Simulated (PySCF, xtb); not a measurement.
Si(H)2(OAc)(OH) (C2H6O3Si), SMILES CC(=O)O[SiH2]O. The values are those of a single conformer.

Harmonic wavenumbers (cm⁻¹) from GFN2-xTB (xtb) at its own minimum, in rising order: 58, 73, 96, 105, 160, 255, 357, 550, 580, 594, 624, 718, 769, 782, 803, 924, 965, 1004, 1012, 1229, 1363, 1445, 1445, 1776, 2309, 2385, 3028, 3036, 3066, 3655.

Question: What does PySCF 2.14.0 with B3LYP-D3(BJ)/def2-SVP give at its own minimum? (An estimate is asked for; the answer gives what the named calculation found.)

Answer: 90, 98, 116, 121, 220, 297, 385, 584, 612, 658, 754, 780, 840, 911, 918, 939, 993, 1021, 1053, 1298, 1389, 1437, 1447, 1823, 2259, 2313, 3051, 3129, 3179, 3879. Paired by order, the mean absolute difference is 56 cm⁻¹ and the zero-point energies are 50.3 and 52.3 kcal/mol.
